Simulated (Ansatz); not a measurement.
`FC(F)CCC(F)F` + H₂ → `CC(F)F` + `CC(F)F` at 600 K and 1 bar (hydrogenolysis of a C–C bond).

Computed with Ansatz on PBE0-D4/def2-TZVP structures; ΔE is electronic, products minus reactants. CCSD(T)/CBS is the MP2 limit (def2-TZVPP, def2-QZVPP) plus CCSD(T) − MP2 in def2-TZVPP, frozen cores. This one scheme is used for every species. Each species was taken in one conformer, which may not be the lowest.

```
       species  CCSD(T)/CBS energy (Eh)  H − E (kJ/mol)  S (J/(mol·K))
`FC(F)CCC(F)F`               -554.99694           345.5          492.1
            H₂                 -1.17544            43.9          150.8
      `CC(F)F`               -278.09861           199.3          340.7
      `CC(F)F`               -278.09861           199.3          340.7
```

H − E and S are ideal-gas, rigid-rotor, harmonic terms from PBE0-D4/def2-TZVP, for one conformer and one mirror image of each species. The MP2-based limit puts H₂ 0.8 mEh under its directly extrapolated value; such offsets cancel only in part. 1 Eh = 2625.50 kJ/mol, R = 8.31446 J/(mol·K).

Question: By hand: ΔE, ΔH, ΔS and ΔG.

Answer: ΔE = (-278.09861) + (-278.09861) − (-554.99694) − (-1.17544) = -0.02484 Eh = -65.2 kJ/mol. Δ(H − E) = 199.3 + 199.3 − 345.5 − 43.9 = 9.2, so ΔH = -56.0 kJ/mol. ΔS = 340.7 + 340.7 − 492.1 − 150.8 = 38.5 J/(mol·K). ΔG = -56.0 − 600 × (38.5)/1000 = -79.1 kJ/mol.

Question: By hand: the equilibrium constant, and the temperature at which ΔG would vanish if ΔH and ΔS stayed fixed.

Answer: log₁₀ K = −ΔG/(RT ln 10) = 6.9. ΔH and −TΔS have one sign here, so there is no such temperature.

TΔS isn't small against ΔH here. A doubt of 5 kJ/mol in ΔE shifts log₁₀ K by 0.4 here. Other conformers and mirror images would add mixing entropy, several J/(mol·K) or more a flexible species. Modes under 60 cm⁻¹, often nearly free rotors, make the harmonic entropy too high. These are equilibria of isolated gas molecules and say nothing of rates. Largest T1 diagnostic: 0.011 (customary marks: 0.02 for closed shells, 0.045 for open ones).
